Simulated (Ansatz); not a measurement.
Basis-set extrapolation for `C#CCC[SiH3]` (PBE0-D4/def2-TZVP geometry, frozen core, the Gaussian-basis code of Ansatz). Multiplicity 1, RHF reference.

```
                      def2-TZVPP   def2-QZVPP
                 HF  -445.063748  -445.079648
    MP2 correlation    -0.776843    -0.826956
CCSD(T) correlation    -0.863447      not run
```

Energies in hartree. Use E(X) = E(∞) + A·exp(−7.88·√X) for Hartree–Fock and E(X) = E(∞) + B·X^(−2.97) for correlation, with X = 3 and 4, and add CCSD(T) minus MP2 of the smaller set to the MP2 limit.

Problem. What is the CCSD(T) energy at the basis-set limit?

Solution. HF limit: -445.079648 + (-0.015900) × 0.13774 = -445.08184. MP2 limit: -0.826956 + (-0.050113) × 0.74074 = -0.86408. Higher-order term: -0.863447 − (-0.776843) = -0.08660. Total: -446.03252 hartree, 2.87 eV below CCSD(T)/def2-TZVPP.
